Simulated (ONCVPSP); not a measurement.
# He (Z = 2): ONCV pseudisation with PBE, scalar-relativistic reference atom.

```
Element                 : helium (He)
Generator               : ONCVPSP 4.0.1
Type                    : optimised norm-conserving Vanderbilt (ONCV)
Functional              : PBE
Relativity              : scalar-relativistic
Frozen core             : none
Valence charge          : 2
Reference configuration : 1s2
Partial waves           : 1s: rc 0.54 bohr, ncon 4, nbas 9, qcut 15.4 1/bohr, 2 projectors, debl 1.8 Ha; p scattering state at 0.03 Ha: rc 0.50 bohr, ncon 4, nbas 7, qcut 16.4 1/bohr, 2 projectors, debl 1.1 Ha
Local potential         : polynomial inside 0.40 bohr (lpopt 2, dvloc0 0 Ha)
Core correction         : none
```

All-electron outer shells of the reference configuration (PBE, scalar-relativistic, ld1.x):

```
shell  level (eV)  outermost node (bohr)  outermost maximum (bohr)
   1s      -15.76                      –                      0.56
```

Estimate the cutoffs (Ha) at which the residual kinetic energy of the hardest occupied pseudo-wave falls to 1 and 0.1 mHa per electron.

82 Ha and 109 Ha.

What does a ghost test show?

No bound ghost flagged; GHOST(+) flags only above 600 eV.

Tests: 1s1; 1s1.5. Which has the largest error in its energy relative to the reference configuration, and how large is it?

1s1, with +4.3 meV (all-electron minus pseudo) on +26.96 eV.
